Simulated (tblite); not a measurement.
Record of a relaxation.

C₄HF₂O₂ (doublet state).
Bonds: O1–C2, C2–O3 (aromatic), O3–C4 (aromatic), C4–F5, C4–C6 (aromatic), C6–C7 (aromatic), C7–F8, C2–C7 (aromatic). Hydrogens: H9 on O1.
Bond orders are those of one Lewis drawing.

Computed with GFN2-xTB (tblite), gas phase: L-BFGS steps from a force-field or distance-geometry start until the largest atomic force falls under 0.01 eV/Å. 14 of its 45 geometries are shown.

Step 0: E = -721.4737 eV, largest atomic force 3.276 eV/Å
```
atom  x, y, z in Å  |  force x, y, z in eV/Å
O1     -1.798   -0.935   -0.383    0.732  -0.109   1.156
C2     -0.581   -0.311   -0.204   -2.272   0.410   0.134
O3      0.566   -0.977   -0.156    0.352  -3.138  -0.166
C4      1.580   -0.169    0.021    0.974   3.101   0.408
F5      2.899   -0.474    0.130   -1.706  -0.478  -0.260
C6      1.057    1.109    0.122    1.397  -0.499   0.092
C7     -0.314    1.032   -0.021   -0.631   0.516  -0.083
F8     -1.165    2.061    0.021    0.098  -0.514  -0.039
H9     -2.232   -1.331    0.446    1.056   0.711  -1.243
```

Step 3: E = -721.8127 eV, largest atomic force 0.507 eV/Å
```
atom  x, y, z in Å  |  force x, y, z in eV/Å
O1     -1.774   -0.932   -0.366    0.156   0.115  -0.363
C2     -0.610   -0.304   -0.190    0.433  -0.238   0.113
O3      0.581   -1.025   -0.149   -0.140   0.272   0.209
C4      1.581   -0.119    0.024   -0.385   0.259  -0.054
F5      2.835   -0.501    0.118   -0.181  -0.446  -0.105
C6      1.077    1.126    0.127   -0.039  -0.033   0.021
C7     -0.318    1.025   -0.026   -0.053   0.445   0.016
F8     -1.170    2.048    0.020   -0.022  -0.322  -0.031
H9     -2.191   -1.311    0.417    0.232  -0.052   0.194
```

Step 7: E = -721.8750 eV, largest atomic force 0.277 eV/Å
```
atom  x, y, z in Å  |  force x, y, z in eV/Å
O1     -1.746   -0.921   -0.387   -0.074   0.025   0.143
C2     -0.587   -0.295   -0.180   -0.155   0.209  -0.095
O3      0.570   -1.007   -0.110    0.111  -0.001   0.007
C4      1.564   -0.098    0.020    0.039  -0.171   0.075
F5      2.785   -0.582    0.096   -0.001   0.006  -0.013
C6      1.076    1.152    0.135    0.100   0.037   0.008
C7     -0.315    1.047   -0.028    0.037  -0.145  -0.030
F8     -1.208    2.019    0.014   -0.157   0.136  -0.021
H9     -2.127   -1.310    0.415    0.099  -0.095  -0.074
```

Step 10: E = -721.8816 eV, largest atomic force 0.161 eV/Å
```
atom  x, y, z in Å  |  force x, y, z in eV/Å
O1     -1.750   -0.913   -0.382   -0.046   0.113  -0.009
C2     -0.593   -0.282   -0.189    0.076  -0.091   0.015
O3      0.568   -1.003   -0.105   -0.107  -0.026  -0.045
C4      1.567   -0.104    0.028   -0.071   0.081   0.031
F5      2.786   -0.593    0.093   -0.031   0.018   0.014
C6      1.083    1.151    0.136   -0.053  -0.022   0.002
C7     -0.314    1.053   -0.030    0.007   0.103  -0.015
F8     -1.222    2.022    0.010    0.149  -0.038  -0.029
H9     -2.111   -1.326    0.414    0.075  -0.138   0.036
```

Step 14: E = -721.9161 eV, largest atomic force 0.474 eV/Å
```
atom  x, y, z in Å  |  force x, y, z in eV/Å
O1     -1.803   -0.823   -0.320    0.090  -0.127   0.299
C2     -0.603   -0.254   -0.223   -0.162   0.025   0.042
O3      0.528   -1.005   -0.112   -0.159   0.062   0.210
C4      1.534   -0.117    0.079    0.123   0.066  -0.453
F5      2.748   -0.617    0.088    0.068  -0.078   0.142
C6      1.093    1.158    0.146   -0.182  -0.001   0.118
C7     -0.296    1.085   -0.054   -0.067  -0.119   0.008
F8     -1.209    2.044   -0.024    0.153   0.099  -0.034
H9     -1.979   -1.464    0.395    0.136   0.074  -0.332
```

Step 17: E = -721.9523 eV, largest atomic force 0.555 eV/Å
```
atom  x, y, z in Å  |  force x, y, z in eV/Å
O1     -1.824   -0.787   -0.253   -0.118   0.129  -0.154
C2     -0.619   -0.241   -0.226   -0.172   0.202   0.161
O3      0.486   -1.001   -0.085    0.423   0.015  -0.023
C4      1.522   -0.107    0.042   -0.004  -0.409   0.033
F5      2.722   -0.646    0.106   -0.137   0.077   0.050
C6      1.078    1.163    0.167    0.325   0.071  -0.160
C7     -0.296    1.094   -0.067    0.058  -0.097   0.049
F8     -1.175    2.070   -0.050   -0.329   0.446  -0.031
H9     -1.879   -1.539    0.340   -0.046  -0.435   0.073
```

Step 20: E = -721.9814 eV, largest atomic force 0.274 eV/Å
```
atom  x, y, z in Å  |  force x, y, z in eV/Å
O1     -1.844   -0.779   -0.215    0.158  -0.147   0.095
C2     -0.637   -0.224   -0.216    0.101  -0.026   0.230
O3      0.481   -0.999   -0.084   -0.266   0.044  -0.050
C4      1.515   -0.123    0.037   -0.011   0.213   0.078
F5      2.715   -0.648    0.121    0.034  -0.122   0.014
C6      1.092    1.157    0.158   -0.107  -0.017  -0.217
C7     -0.295    1.109   -0.067   -0.051   0.155   0.057
F8     -1.171    2.110   -0.066    0.177  -0.104  -0.007
H9     -1.843   -1.597    0.308   -0.035   0.005  -0.200
```

Step 24: E = -722.0136 eV, largest atomic force 0.235 eV/Å
```
atom  x, y, z in Å  |  force x, y, z in eV/Å
O1     -1.845   -0.787   -0.133   -0.078  -0.090   0.082
C2     -0.657   -0.195   -0.147   -0.116   0.033  -0.092
O3      0.442   -0.977   -0.061    0.128  -0.005   0.197
C4      1.501   -0.119    0.018    0.041  -0.044   0.083
F5      2.677   -0.693    0.147    0.036   0.030  -0.081
C6      1.095    1.167    0.107    0.059   0.064  -0.070
C7     -0.302    1.139   -0.060    0.011  -0.166  -0.028
F8     -1.136    2.168   -0.095   -0.046   0.016   0.055
H9     -1.761   -1.697    0.200   -0.036   0.163  -0.145
```

Step 27: E = -722.0224 eV, largest atomic force 0.137 eV/Å
```
atom  x, y, z in Å  |  force x, y, z in eV/Å
O1     -1.855   -0.785   -0.128    0.064   0.046   0.018
C2     -0.663   -0.199   -0.146    0.085  -0.014   0.054
O3      0.445   -0.973   -0.033   -0.040  -0.079   0.105
C4      1.506   -0.114    0.035   -0.028  -0.051  -0.055
F5      2.682   -0.694    0.135    0.002   0.072  -0.033
C6      1.099    1.172    0.084   -0.002  -0.039   0.034
C7     -0.302    1.132   -0.062    0.023   0.065  -0.059
F8     -1.133    2.164   -0.088   -0.058   0.009   0.003
H9     -1.765   -1.699    0.177   -0.045  -0.009  -0.068
```

Step 30: E = -722.0282 eV, largest atomic force 0.097 eV/Å
```
atom  x, y, z in Å  |  force x, y, z in eV/Å
O1     -1.856   -0.780   -0.107   -0.007   0.056   0.012
C2     -0.663   -0.198   -0.120    0.005   0.026   0.075
O3      0.440   -0.975    0.013   -0.006   0.008  -0.045
C4      1.504   -0.117    0.033   -0.017   0.003   0.013
F5      2.683   -0.690    0.127    0.037   0.018  -0.020
C6      1.102    1.172    0.059    0.002  -0.026   0.036
C7     -0.301    1.136   -0.070    0.013   0.005  -0.006
F8     -1.130    2.173   -0.086   -0.011  -0.084  -0.047
H9     -1.766   -1.715    0.126   -0.016  -0.005  -0.019
```

Step 34: E = -722.0301 eV, largest atomic force 0.063 eV/Å
```
atom  x, y, z in Å  |  force x, y, z in eV/Å
O1     -1.857   -0.770   -0.107   -0.009  -0.047   0.041
C2     -0.659   -0.199   -0.111    0.002  -0.019  -0.024
O3      0.441   -0.979    0.014    0.033   0.001   0.007
C4      1.505   -0.119    0.036    0.022   0.005  -0.014
F5      2.691   -0.681    0.119   -0.012  -0.018  -0.004
C6      1.104    1.169    0.065    0.002   0.020   0.011
C7     -0.297    1.133   -0.072   -0.006  -0.011   0.044
F8     -1.137    2.159   -0.091   -0.015   0.020  -0.033
H9     -1.777   -1.709    0.121   -0.017   0.049  -0.029
```

Step 37: E = -722.0307 eV, largest atomic force 0.041 eV/Å
```
atom  x, y, z in Å  |  force x, y, z in eV/Å
O1     -1.859   -0.768   -0.100    0.027  -0.014   0.028
C2     -0.659   -0.200   -0.104    0.011   0.005  -0.023
O3      0.444   -0.978    0.019   -0.002  -0.001  -0.003
C4      1.508   -0.117    0.034   -0.021  -0.002   0.011
F5      2.691   -0.684    0.116   -0.002   0.007  -0.008
C6      1.105    1.171    0.064   -0.008  -0.010   0.009
C7     -0.298    1.133   -0.066   -0.003   0.012   0.003
F8     -1.139    2.159   -0.099    0.011  -0.004  -0.008
H9     -1.780   -1.710    0.110   -0.012   0.007  -0.009
```

Step 41: E = -722.0309 eV, largest atomic force 0.016 eV/Å
```
atom  x, y, z in Å  |  force x, y, z in eV/Å
O1     -1.858   -0.767   -0.093   -0.006  -0.013   0.006
C2     -0.658   -0.200   -0.106   -0.007   0.000   0.004
O3      0.444   -0.979    0.019    0.002   0.002  -0.002
C4      1.507   -0.117    0.036    0.006  -0.002   0.004
F5      2.691   -0.682    0.114   -0.001  -0.003  -0.003
C6      1.105    1.171    0.066    0.002   0.004   0.008
C7     -0.297    1.133   -0.065    0.002  -0.005  -0.013
F8     -1.138    2.158   -0.103   -0.003   0.005   0.001
H9     -1.782   -1.711    0.107    0.005   0.012  -0.004
```

Step 44: E = -722.0309 eV, largest atomic force 0.007 eV/Å
```
atom  x, y, z in Å  |  force x, y, z in eV/Å
O1     -1.858   -0.768   -0.091    0.000  -0.003   0.001
C2     -0.659   -0.200   -0.105    0.000   0.001   0.002
O3      0.443   -0.978    0.019    0.002   0.001   0.000
C4      1.507   -0.117    0.037   -0.002  -0.002  -0.001
F5      2.691   -0.683    0.113    0.002   0.001   0.000
C6      1.105    1.171    0.067   -0.004  -0.004   0.000
C7     -0.297    1.133   -0.066   -0.003   0.001   0.001
F8     -1.137    2.159   -0.104    0.002   0.000  -0.001
H9     -1.780   -1.712    0.105    0.002   0.006  -0.002
```

Question: Summarise the path.

Answer: The energy falls by 12.85 kcal/mol from step 0 to step 44; nine tenths of that is first reached at step 19. It falls at every step. The largest force goes from 3.276 to 0.007 eV/Å. Among the bonds O3–C4 changes most, from 1.308 to 1.368 Å; the atoms move by 0.298 Å rms after alignment.

Question: Follow the three bonds and two angles with the largest change from start to end.

Answer: 
```csv
step,E above end (kcal/mol),largest force (eV/Å),O3–C4 (Å),O1–C2 (Å),O1–H9 (Å),O3–C4–F5 (°),F5–C4–C6 (°)
0,12.85,3.276,1.308,1.379,1.016,128.7,124.6
2,5.88,0.696,1.371,1.341,0.970,122.7,128.0
4,4.20,0.395,1.347,1.333,0.966,118.2,129.5
6,3.76,0.370,1.352,1.334,0.970,116.5,131.4
8,3.52,0.144,1.353,1.333,0.968,116.1,132.6
10,3.44,0.161,1.350,1.332,0.967,116.3,132.4
11,3.35,0.260,1.349,1.330,0.967,116.5,132.1
13,2.98,0.509,1.351,1.331,0.980,116.3,131.3
15,2.30,0.464,1.362,1.329,0.970,115.4,132.0
17,1.81,0.555,1.375,1.323,0.960,115.1,132.8
19,1.28,0.527,1.365,1.328,0.977,116.1,131.5
21,0.88,0.324,1.359,1.327,0.972,116.2,131.2
23,0.46,0.284,1.364,1.326,0.964,115.3,132.4
25,0.34,0.201,1.365,1.328,0.970,115.2,132.7
27,0.20,0.137,1.366,1.329,0.968,114.9,133.3
29,0.09,0.119,1.368,1.328,0.968,114.9,133.4
31,0.05,0.075,1.367,1.328,0.967,115.4,132.7
33,0.03,0.056,1.368,1.327,0.968,115.7,132.4
34,0.02,0.063,1.368,1.327,0.969,115.7,132.5
36,0.01,0.054,1.369,1.327,0.968,115.4,132.7
38,0.00,0.031,1.369,1.328,0.968,115.4,132.7
40,0.00,0.018,1.368,1.327,0.968,115.5,132.7
42,0.00,0.015,1.369,1.327,0.968,115.5,132.7
44,0.00,0.007,1.368,1.327,0.968,115.4,132.7
```

What follows is the cost of the whole relaxation. Hardware: an Intel Xeon at 2.50 GHz with one thread, shared host with 64 logical CPUs at a one-minute load of 54. Cost: 0.64 s of wall time.
